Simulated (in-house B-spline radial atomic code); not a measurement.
Inner levels of germanium as electrons are removed. A shift is the extra binding of the orbital against the neutral atom ([Ar] 3d10 4s2 4p2). Computed with a radial B-spline atomic code at the basis-set limit: non-relativistic Hartree-Fock, average of the configuration, point nuclei.

This level leaves out relativity, spin-orbit splitting included, which matters for heavy ions.

```
  ion  configuration  shift of 1s (eV)  radius of 1s (bohr)  Σ<r²> (bohr²)  change of density at nucleus (bohr⁻³)
 Ge9+       [Ar] 3d5            225.74             0.047844          5.751                                 19.497
Ge10+       [Ar] 3d4            268.88             0.047846         5.1288                                 30.654
Ge11+       [Ar] 3d3            314.54             0.047848         4.5715                                 42.867
Ge12+       [Ar] 3d2            362.69              0.04785         4.0692                                 56.127
Ge13+       [Ar] 3d1            413.32             0.047852         3.6142                                 70.427
Ge14+   [Ne] 3s2 3p6            466.39             0.047854         3.2001                                 85.769
Ge15+   [Ne] 3s2 3p5            523.91             0.047848         2.7768                                 104.68
Ge16+   [Ne] 3s2 3p4            583.27             0.047841         2.3769                                 124.42
Ge17+   [Ne] 3s2 3p3            644.46             0.047834         1.9987                                 144.99
Ge18+   [Ne] 3s2 3p2            707.48             0.047826         1.6405                                 166.41
Ge19+   [Ne] 3s2 3p1            772.31             0.047817          1.301                                 188.66
Ge20+       [Ne] 3s2            838.95             0.047809        0.97882                                 211.76
Ge21+       [Ne] 3s1            903.28             0.047806        0.65642                                 0.4429
Ge22+   [He] 2s2 2p6            969.06             0.047803        0.34763                                -222.78
Ge23+   [He] 2s2 2p5           1136.13             0.047754        0.29943                                -154.82
Ge24+   [He] 2s2 2p4           1307.45             0.047702        0.25402                                -84.607
Ge25+   [He] 2s2 2p3           1482.98             0.047648        0.21119                                -12.138
Ge26+   [He] 2s2 2p2            1662.7             0.047591        0.17077                                 62.604
Ge27+   [He] 2s2 2p1           1846.61             0.047531         0.1326                                 139.63
Ge28+       [He] 2s2           2034.66             0.047469       0.096507                                 218.95
Ge29+       [He] 2s1           2198.59             0.047462       0.050423                                -892.74
Ge30+            1s2           2365.11             0.047431      0.0060082                                -2051.3
Ge31+            1s1            2904.8             0.046875      0.0029297                               -12049.8
```
